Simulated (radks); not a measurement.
Neutral selenium, configuration [Ar] 3d10 4p(up 2, down 2) 4s(up 1, down 1) (spins set by hand, not the high-spin state). Method: scalar-relativistic Kohn-Sham, PBEsol, spin-polarised, spherical densities, finite nucleus; Fermi nuclear charge, rms radius 4.14 fm; computed with a radial shooting solver on a logarithmic mesh with Libxc functionals.

Unscreened Slater integrals over Kohn-Sham orbitals (cm^-1). They are taken over the spin-up orbitals.

integral    value
F0(4p,4p)   86756
F2(4p,4p)   44291
F0(4p,4s)   96468
G1(4p,4s)   61787
F0(4p,3d)  115040
F2(4p,3d)   21509
G1(4p,3d)  7224.3
G3(4p,3d)  6473.8
F0(4s,4s)  110410
F0(4s,3d)  141770
G2(4s,3d)   12192
F0(3d,3d)  320360
F2(3d,3d)  151870
F4(3d,3d)   95226

Derived for the open shells (J is the average intra-shell exchange parameter used in DFT+U). 4p: J = F2/5 = 8858 cm^-1; in LS coupling 1D lies 6 F2/25 = 10630 cm^-1 above 3P.
